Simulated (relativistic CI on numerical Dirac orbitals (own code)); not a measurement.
Hf2+ (5d2) in a crystal field

Calculated by Dirac-Coulomb-Breit CI, orbitals from a KLI potential per configuration, model QED, valence Slater integrals scaled by 0.7, one configuration in a parametric crystal field (own radial code).

Field parameters in Wybourne normalisation: D3d B²₀ = −7Dσ, B⁴₀ = −14Dq − 21Dτ, B⁴₃ = −14√(10/7) Dq; Oh B⁴₀ = 21Dq, B⁴₄ = √(5/14) B⁴₀; Td as Oh with Dq negative (B⁴₀ = 21Dq, B⁴₄ = √(5/14) B⁴₀). The field is a parameter set, without covalency.

S and J are read from ⟨S²⟩ = S(S + 1) and ⟨J²⟩ = J(J + 1) of each level; they are not fictitious spins.

Oh, 10Dq = 40800 cm⁻¹, the lowest 16 levels:

```
E (cm⁻¹)  Degeneracy  Irrep     S     J
     0.0           2      E  0.99  2.67
    42.2           3     T2  0.99  2.71
    1550           3     T1  1.00  3.32
    2085           1     A1  0.99  3.58
    7174           3     T2  0.03  3.21
    7244           2      E  0.04  3.23
   16015           1     A1  0.03  2.66
   39925           1     A2  1.00  3.00
   40220           3     T2  1.00  3.07
   40775           3     T1  1.00  3.38
   40789           2      E  1.00  3.36
   45308           1     A1  1.00  1.44
   45620           3     T1  0.99  1.79
   45995           3     T2  0.86  2.41
   46510           2      E  1.00  2.32
   48060           3     T2  0.31  2.89
```

Td, 10Dq = -13250 cm⁻¹, the lowest 16 levels:

```
E (cm⁻¹)  Degeneracy  Irrep     S     J
     0.0           3     T2  1.00  3.07
    6643           2      E  0.14  2.84
   12471           1     A1  0.15  3.38
   12933           1     A2  1.00  3.00
   13176           3     T2  0.99  3.17
   13644           3     T1  1.00  3.27
   13765           2      E  0.95  2.93
   18068           3     T2  0.98  2.57
   18159           3     T1  0.98  2.48
   18386           2      E  0.99  2.92
   18489           1     A1  0.94  2.20
   20241           3     T2  0.13  2.82
   22384           3     T1  0.08  3.92
   28762           2      E  1.00  2.62
   28902           3     T2  0.96  2.61
   29292           3     T1  0.99  3.02
```

D3d, 10Dq = 41150, Dσ = 890, Dτ = -370 cm⁻¹, the lowest 16 levels:

```tsv
E (cm⁻¹)	Degeneracy	Irrep	S	J
0.0	1	A1	0.99	2.71
55.8	2	E	0.99	2.70
417	2	E	0.99	2.70
1731	2	E	1.00	3.33
1786	1	A2	1.00	3.25
2267	1	A1	0.99	3.57
7311	2	E	0.04	3.15
7402	1	A1	0.03	3.29
7429	2	E	0.04	3.25
16169	1	A1	0.03	2.66
39199	1	A2	1.00	3.00
39468	2	E	1.00	3.05
39528	1	A1	1.00	3.09
39951	2	E	1.00	3.33
40114	1	A2	0.99	3.40
40121	2	E	1.00	3.40
```

The free-ion ground term has S = 1. Every field shown keeps that spin.

Levels of this model without a field, named by their leading LS term (the scale mimics covalency, so terms lie below those of the real free ion): 3F_2 0, 3F_3 2248, 3F_4 4520, 1D_2 7749, 3P_0 7845, 3P_1 8871, 3P_2 11333, 1G_4 11849 cm⁻¹.
